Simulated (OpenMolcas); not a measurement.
Ni3+ among 5 point charges of -2 e arranged as a trigonal bipyramid (D3h), 1.9 Å from the ion, with the axial distance 2.242 Å.

```yaml
Program: OpenMolcas 26.06
Method: "SS-CASPT2, IPEA 0.25 Eh, imaginary shift 0.1 Eh (closed shells correlated: 3s 3p)"
Basis: ANO-RCC-VDZP [5s4p2d1f]
Scalar_Hamiltonian: DKH2, point nucleus
Active_space: 7 electrons in 5 orbitals (3d)
State_averaging: 2S+1 = 4 even, 10 roots; 2S+1 = 2 even, 40 roots
Spin-orbit_coupling: state interaction with AMFI integrals over the reference wave functions
```

Problem. What is the spin-free ground state (labels of D3, the rotations of D3h)?

Solution. 4A2, 1-fold in its orbital part, 99 % from free-ion F terms; it has the highest spin that d7 allows.

Problem. Where is the first state of the same spin?

Solution. 4A1 at 1030 cm-1 above the ground state.

Problem. What are the lowest two levels with spin-orbit coupling?

Solution. A 2-fold level E1/2 with g = 1.84, 6.32, 6.32, then a 2-fold level E3/2 260 cm-1 above it. Their leading multiplicities are 4 (100 %) and 4 (100 %).

Problem. What is χT at 300 K, and how does it compare with the textbook value?

Solution. The lowest level has 2S+1 = 4, for which the spin-only value is χT = S(S+1) / 2 = 1.875 cm3 K/mol (g = 2). The computed 4.396 at 300 K differs by +2.521, through orbital momentum, spin-orbit coupling and any other state in reach.

Roots that are degenerate in the reference are averaged as groups; the widest CASPT2 spread within a group is 84 cm-1 (the 2-fold group of multiplicity 4 near 4480 cm-1 above the lowest state of its run). Shifts and gaps below about the spread of the groups concerned are not significant. Point charges give a weaker field than real ligands, and real ions of this kind are often low spin; the high spin found here belongs to the model. The ground term spreads over less than 5000 cm-1, several times less than with real ligands, so orbital moments are less quenched and χT lies further from the spin-only value than at real sites. Free-ion shares, where given, are those of the reference states; single-state CASPT2 does not remix them. Point charges carry no covalency, so the field is a model and not that of real ligands. No measured value stands beside these numbers.
